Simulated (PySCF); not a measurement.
A structure optimised at PBE-D3(BJ)/def2-SVP, used in a PySCF frequency run:

```
C
C 1 1.5161
H 2 1.1063 1 110.03
H 2 1.1075 3 109.40 1 -120.16
H 2 1.1075 3 109.40 4 -119.68
Cl 1 1.7887 2 110.48 3 180.00
Br 1 1.9755 2 109.75 3 59.66
Br 1 1.9755 2 109.75 3 -59.66
```

**Question.** Write its SMILES, formula and point group.

**Answer.** CC(Cl)(Br)Br, C2H3Br2Cl, Cs

**Question.** What are its rotational constants (standard atomic weights)?

**Answer.** 1.8108, 1.0442, 0.81341 GHz
